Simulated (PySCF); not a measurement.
## Structure revision by computed shifts

A compound C7H13NOSi gives the data below (simulated from a calculation) and was assigned the structure `C=C[C@H](O[SiH2]C#N)C(C)C`.

¹³C{¹H} NMR (computed): δ 170.5 (C), 143.1 (C), 131.9 (CH), 88.5 (CH), 39.8 (CH3, 2C), -9.7 (CH3).

¹H NMR (400 MHz, computed): δ 6.87 (m, 1H), 5.35 (m, 1H), 4.77 (q, 2H), 2.89 (s, 6H), 0.31 (t, 3H).

In vacuum, one conformer, non-relativistic, averaged over atoms made equivalent by symmetry, fast rotation or ring inversion. Coordinates at the GFN2-xTB level; NMR shieldings at PBE0/pcSseg-1/GIAO; PySCF 2.14.

Scale: TMS for ¹H (σ = 31.72 ppm) and ¹³C (σ = 186.93 ppm) (reference shieldings calculated alike).

Q: Compare with the shifts computed for the proposed structure, pairing carbons in order of shift.

A: Atom-mapped SMILES (the numbers label the heavy atoms): `[CH2:1]=[CH:2][C@H:3]([O:4][SiH2:5][C:6]#[N:7])[CH:8]([CH3:9])[CH3:10]`. Each H is labelled by its parent atom.

```json
{"atom": "C2", "computed for proposal": "147.2", "given list": "170.5", "difference": "-23.3"}
{"atom": "C1", "computed for proposal": "128.2", "given list": "143.1", "difference": "-14.9"}
{"atom": "C6", "computed for proposal": "125.0", "given list": "131.9", "difference": "-6.9"}
{"atom": "C3", "computed for proposal": "88.7", "given list": "88.5", "difference": "+0.2"}
{"atom": "C8", "computed for proposal": "38.5", "given list": "39.8", "difference": "-1.3"}
{"atom": "C10", "computed for proposal": "21.5", "given list": "39.8", "difference": "-18.3"}
{"atom": "C9", "computed for proposal": "20.9", "given list": "-9.7", "difference": "+30.6"}
```

The rms difference is 17.3 ppm and the largest +30.6 ppm at C9 (methyl carbon). The proposal also would give 7 carbon signals, not 6. The carbon types in order of shift don't match either: CH, CH2, C, CH, CH, CH3, CH3 for the proposal against C, C, CH, CH, CH3, CH3, CH3 in the data. The proposal doesn't fit.

Q: Which isomer fits?

A: SMILES C[SiH2]c1ccc(N(C)C)o1.

Carbon types of the structure: 2 × C, 2 × CH, 3 × CH3, leaving 2 H on heteroatoms. δC 170.5: aromatic carbon bearing nitrogen; an ipso carbon deshielded by its heteroatom. δC 143.1: substituted aromatic carbon next to the ring oxygen. δC 131.9, 88.5: aromatic CH. δH 6.87, 5.35: hydrogen on an aromatic CH.

The shifts were computed for this structure.

Shifts are as computed. Against solution values, carbons near 30 ppm lie about +3 ppm off and those near 130 ppm about +5 ppm. Of 1309 compounds with measured shifts, 239 miss one by over three times the rms of a fit or turn the order of signals round; such compounds aren't used in these exercises. Multiplicities follow the n + 1 count of equivalent neighbours, as no J values were calculated; m marks all less simple cases, F and P coupling included.
